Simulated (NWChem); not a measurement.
Species: C$_{2}$H$_{5}$FSi$_{2}$; SMILES C#C[Si@@H](F)[SiH3]

Results from NWChem. Pople sets run with spherical d functions. Structure relaxed at the PBE0/def2-SVP level. Hybrids' shares of exact exchange are those that their runs print; pure functionals count as 0. The functionals differ in more than this share.

| row | share of exact exchange | highest occupied level (eV) |
|---|---|---|
| PBE/6-31G* | 0.00 | -6.66 |
| LDA (Slater exchange, PW92)/6-31G* | 0.00 | -6.75 |
| B3LYP/6-31G* | 0.20 | -7.60 |
| PW6B95/6-31G* | 0.28 | -7.92 |
| MPW1K/6-31G* | 0.43 | withheld |
| Hartree-Fock/6-31G* | 1.00 | -10.56 |

Question: Fit a straight line of the last column on the one before it, predict the withheld value, and compare with the run.

Answer: 
1. Means of the 5 shown rows: x = 0.296, y = -7.898. Slope Σ(x − x̄)(y − ȳ)/Σ(x − x̄)² = -2.609/0.6803 = -3.834; intercept -6.763.
2. The shown rows scatter about the line by 0.069 (root mean square); the largest residual is +0.10, at PBE/6-31G*.
3. At x = 0.43 (MPW1K/6-31G*; inside the shown range) the line gives -8.41.
4. The run gives -8.77, -0.36 from the line, 5.2 times the scatter.
